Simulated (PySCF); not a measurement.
A GIAO shielding run with PySCF 2.14 (density fitting, non-relativistic, gas phase) on SMILES C(C#N)[Si@@H](N[SiH3])[SiH2]N, C$_{2}$H$_{11}$N$_{3}$Si$_{3}$:

```
$ OMP_NUM_THREADS=1 python probes_run.py task.json out

{"job": {"kind": "nmr", "xc": "PBE0", "basis": "pcSseg-1"}, "charge": 0, "multiplicity": 1}
N     -0.845163     3.177019    -0.327917
C     -0.598963     2.381498     0.459511
C     -0.280882     1.346240     1.381579
Si     0.196198    -0.254632     0.400381
N     -1.188732    -0.749052    -0.522200
Si    -2.790981    -1.109847     0.040644
Si     1.974107     0.132817    -1.007731
N      3.215480    -0.937836    -0.470809
H      0.539966     1.674218     2.019454
H     -1.152003     1.152793     2.008493
H      0.312799    -1.265433     1.469285
H     -1.138559    -0.549777    -1.508168
H     -3.507130     0.095071     0.473745
H     -3.474551    -1.737813    -1.088097
H     -2.625522    -2.022089     1.171503
H      2.589229     1.456501    -0.874994
H      1.624128    -0.017272    -2.436960
H      3.003080    -1.911925    -0.328190
H      4.137695    -0.851231    -0.866990
```

Hardware: 1 thread of an Arm Neoverse N1, shared host. The job also computes population analyses, field gradients.

(1) How large is the calculation?

(2) How long does it take, and how much memory does it need?

Results:

(1) 86 electrons, 212 basis functions and 1159 auxiliary functions.

(2) 69 s of wall time, with 14 SCF cycles and 5 response iterations; peak memory 0.94 GiB. Times on a shared host scatter by some tens of per cent.
